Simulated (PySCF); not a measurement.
H₄OSe₂Si, SMILES O([SiH3])[Se][SeH].

Geometry: PBE0-D3(BJ)/def2-SVP. Other conformers were not sampled.

Calculation: TDA-PBE/def2-SVPD run with PySCF 2.14.0.

Vertical excitations. 

```
state  energy (eV)  λ (nm)      f                                                                  main pairs
-----  -----------  ------  -----  --------------------------------------------------------------------------
S1            3.55     349  0.003                                            HOMO→LUMO 79 %, HOMO→LUMO+1 20 %
S2            3.76     330  0.000                                            HOMO→LUMO+1 79 %, HOMO→LUMO 20 %
S3            4.38     283  0.004                                        HOMO−1→LUMO 84 %, HOMO−1→LUMO+1 15 %
S4            4.55     273  0.012                      HOMO−1→LUMO+1 63 %, HOMO−2→LUMO 19 %, HOMO−1→LUMO 11 %
S5            4.75     261  0.004                                                            HOMO→LUMO+2 92 %
S6            5.10     243  0.014                                        HOMO−2→LUMO+1 65 %, HOMO−2→LUMO 30 %
S7            5.34     232  0.100  HOMO−2→LUMO 30 %, HOMO−2→LUMO+1 25 %, HOMO−4→LUMO 14 %, HOMO−1→LUMO+1 10 %
S8            5.56     223  0.023                                                            HOMO→LUMO+3 88 %
S9            5.60     221  0.023                                                          HOMO−1→LUMO+2 97 %
S10           5.71     217  0.015                                                            HOMO−3→LUMO 86 %
T1            2.92     424      0                                                              HOMO→LUMO 93 %
T2            3.09     402      0                                                            HOMO→LUMO+1 93 %
T3            3.76     330      0                                                            HOMO−1→LUMO 99 %
T4            4.00     310      0                                                          HOMO−1→LUMO+1 99 %
```
Triplets are in the Tamm–Dancoff approximation.
